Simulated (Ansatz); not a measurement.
Calculation: PBE0-D3(BJ)/def2-SVP (Ansatz, a quantum-chemistry and plane-wave program). No frequencies were computed at this level.

Ansatz 0.2 input:
```yaml
crystal:
  periodic: [false, false, false]
  atoms:
    - { symbol: C, position_ang: [1.35816, 0.369232, 0.355392] }
    - { symbol: O, position_ang: [0.500247, -0.50528, -0.315702] }
    - { symbol: Si, position_ang: [-1.097383, -0.416546, -0.36953] }
    - { symbol: I, position_ang: [-1.726143, 1.708382, -1.448459] }
    - { symbol: I, position_ang: [-1.833603, -2.300608, -1.734789] }
    - { symbol: I, position_ang: [-1.970212, -0.640624, 1.924675] }
    - { symbol: H, position_ang: [1.248189, 1.386265, -0.030137] }
    - { symbol: H, position_ang: [2.378005, 0.027775, 0.191396] }
    - { symbol: H, position_ang: [1.14274, 0.371405, 1.427153] }
basis:
  gaussian: { orbitals: def2-svp }
hamiltonian:
  xc: pbe0
  dispersion: d3bj
relax:
  max_steps: 150
```

Output:

```
Functional definition: PBE0
1761 factors; integrals over basis functions are off by at most 3.6e-4 eV
mean field evaluation 1: about -35302.7873 eV, gradient 4.3e1 eV
mean field evaluation 2: about -35295.1907 eV, gradient 7.6e1 eV
mean field evaluation 4: about -35306.5751 eV, gradient 3.3e0 eV
mean field evaluation 8: about -35306.6249 eV, gradient 5.6e-2 eV
mean field evaluation 16: about -35306.6249 eV, gradient 2.1e-5 eV
mean field -35306.62492643 eV, -1297.4945343563 hartree, gradient 2.1e-5 eV, S^2 0.000000; 0 other end points of the search recorded, 0 dependent functions left out
reference -35306.62495399 eV, -1297.4945353692 hartree; 53, 53 occupied and 86, 86 virtual orbitals, 1761 factors
relax step   1: F+E_penalty+E_count = -35307.01261878 eV  Δ(F+E_penalty+E_count) = +0.000e0 eV  max|allowed force component| = 1.414e0 eV/Å  Δτ_max = 0.0000 Å  (28 SCF iters, accepted)
these checks for a lower state are left out or cut short: starts, cluster_reference, orbital_swaps, neighbouring_geometries, increment
1761 factors; integrals over basis functions are off by at most 3.8e-4 eV
mean field -35306.64712669 eV, -1297.4953502009 hartree, gradient 1.3e-5 eV, S^2 0.000000; 0 other end points of the search recorded, 0 dependent functions left out
reference -35306.64715422 eV, -1297.4953512128 hartree; 53, 53 occupied and 86, 86 virtual orbitals, 1761 factors
relax step   2: F+E_penalty+E_count = -35307.03732706 eV  Δ(F+E_penalty+E_count) = -2.471e-2 eV  max|allowed force component| = 7.136e-1 eV/Å  Δτ_max = 0.1693 Å  (31 SCF iters, accepted)
these checks for a lower state are left out or cut short: starts, cluster_reference, orbital_swaps, neighbouring_geometries, increment
1761 factors; integrals over basis functions are off by at most 4.1e-4 eV
mean field -35306.66243474 eV, -1297.4959127612 hartree, gradient 2.6e-5 eV, S^2 0.000000; 0 other end points of the search recorded, 0 dependent functions left out
reference -35306.66246218 eV, -1297.4959137698 hartree; 53, 53 occupied and 86, 86 virtual orbitals, 1761 factors
relax step   3: F+E_penalty+E_count = -35307.05210310 eV  Δ(F+E_penalty+E_count) = -1.478e-2 eV  max|allowed force component| = 8.435e-1 eV/Å  Δτ_max = 0.1055 Å  (30 SCF iters, accepted)
these checks for a lower state are left out or cut short: starts, cluster_reference, orbital_swaps, neighbouring_geometries, increment
1761 factors; integrals over basis functions are off by at most 3.9e-4 eV
mean field evaluation 32: about -35306.6573 eV, gradient 4.1e-2 eV
mean field -35306.68290916 eV, -1297.4966651823 hartree, gradient 1.2e-5 eV, S^2 0.000000; 0 other end points of the search recorded, 0 dependent functions left out
reference -35306.68293668 eV, -1297.4966661939 hartree; 53, 53 occupied and 86, 86 virtual orbitals, 1761 factors
relax step   4: F+E_penalty+E_count = -35307.07119404 eV  Δ(F+E_penalty+E_count) = -1.909e-2 eV  max|allowed force component| = 3.390e-2 eV/Å  Δτ_max = 0.0486 Å  (32 SCF iters, accepted)
these checks for a lower state are left out or cut short: starts, cluster_reference, orbital_swaps, neighbouring_geometries, increment
1761 factors; integrals over basis functions are off by at most 3.9e-4 eV
mean field -35306.68374928 eV, -1297.4966960562 hartree, gradient 2.5e-5 eV, S^2 0.000000; 0 other end points of the search recorded, 0 dependent functions left out
reference -35306.68377684 eV, -1297.4966970689 hartree; 53, 53 occupied and 86, 86 virtual orbitals, 1761 factors
relax step   5: F+E_penalty+E_count = -35307.07155999 eV  Δ(F+E_penalty+E_count) = -3.659e-4 eV  max|allowed force component| = 3.026e-2 eV/Å  Δτ_max = 0.0083 Å  (25 SCF iters, accepted)
these checks for a lower state are left out or cut short: starts, cluster_reference, orbital_swaps, neighbouring_geometries, increment
1761 factors; integrals over basis functions are off by at most 3.9e-4 eV
mean field -35306.68438873 eV, -1297.4967195556 hartree, gradient 7.9e-6 eV, S^2 0.000000; 0 other end points of the search recorded, 0 dependent functions left out
reference -35306.68441631 eV, -1297.4967205693 hartree; 53, 53 occupied and 86, 86 virtual orbitals, 1761 factors
relax step   6: F+E_penalty+E_count = -35307.07170236 eV  Δ(F+E_penalty+E_count) = -1.424e-4 eV  max|allowed force component| = 1.246e-2 eV/Å  Δτ_max = 0.0084 Å  (25 SCF iters, accepted)
these checks for a lower state are left out or cut short: starts, cluster_reference, orbital_swaps, neighbouring_geometries, increment
1761 factors; integrals over basis functions are off by at most 3.9e-4 eV
mean field -35306.68444278 eV, -1297.4967215417 hartree, gradient 6.0e-5 eV, S^2 0.000000; 0 other end points of the search recorded, 0 dependent functions left out
reference -35306.68447037 eV, -1297.4967225557 hartree; 53, 53 occupied and 86, 86 virtual orbitals, 1761 factors
relax step   7: F+E_penalty+E_count = -35307.07170731 eV  Δ(F+E_penalty+E_count) = -4.951e-6 eV  max|allowed force component| = 4.766e-4 eV/Å  Δτ_max = 0.0011 Å  (21 SCF iters, accepted)
1761 factors; integrals over basis functions are off by at most 3.9e-4 eV
mean field evaluation 64: about -35306.6844 eV, gradient 1.7e-2 eV
mean field -35306.68444278 eV, -1297.4967215417 hartree, gradient 6.0e-5 eV, S^2 0.000000; 1 other end points of the search recorded, 0 dependent functions left out
reference -35306.68447037 eV, -1297.4967225557 hartree; 53, 53 occupied and 86, 86 virtual orbitals, 1761 factors
Total energy: -35307.07173490 eV, -1297.5109542649 hartree
Atom 0 at     1.383437     0.368825     0.356959 Å, force    -0.000076    -0.000230    -0.000212 eV/Å
Atom 1 at     0.523042    -0.516831    -0.322061 Å, force     0.000130     0.000477     0.000216 eV/Å
Atom 2 at    -1.112380    -0.438723    -0.386033 Å, force    -0.000452    -0.000067     0.000035 eV/Å
Atom 3 at    -1.798807     1.684196    -1.386181 Å, force     0.000098    -0.000203     0.000225 eV/Å
Atom 4 at    -1.834764    -2.309931    -1.741354 Å, force     0.000239     0.000036     0.000032 eV/Å
Atom 5 at    -2.034620    -0.585846     1.873632 Å, force     0.000032     0.000139    -0.000222 eV/Å
Atom 6 at     1.282799     1.397156    -0.029391 Å, force     0.000090    -0.000050    -0.000079 eV/Å
Atom 7 at     2.414754     0.027707     0.193942 Å, force    -0.000107    -0.000002    -0.000016 eV/Å
Atom 8 at     1.176539     0.373448     1.440485 Å, force     0.000046    -0.000100     0.000020 eV/Å
Dipole moment:     0.254591     0.153320     0.125169 e Å
```

Cost: about 110 core-seconds (a rough figure).
